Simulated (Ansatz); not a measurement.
Two shapes of singlet BF₃.

Shape 1:

```xyz
4

B     0.0136   -0.0481   -0.0022
F     1.2932    0.0440   -0.0166
F    -0.6680    1.1296   -0.0481
F    -0.6646   -1.1204    0.0469
```

Shape 2:

```xyz
4

B     0.0000    0.0000    0.0000
F     1.4152    0.0000    0.0000
F    -0.7076    1.2256    0.0000
F    -0.7076   -1.2256    0.0000
```

Basis set: cc-pVTZ (spherical functions). Frozen core: 4 orbitals. Charge 0, multiplicity 1.

Computed with Ansatz (development build ahead of 0.2.0); each method stands on the lowest determinant of its kind that the runs found.

(1) Which shape is lower in energy, and by how much in each method?

## Answers

(1)

```
 method  E(2) − E(1) (eV)
    RHF             0.950
RHF-MP2             0.555
```

Shape 1 is lower.
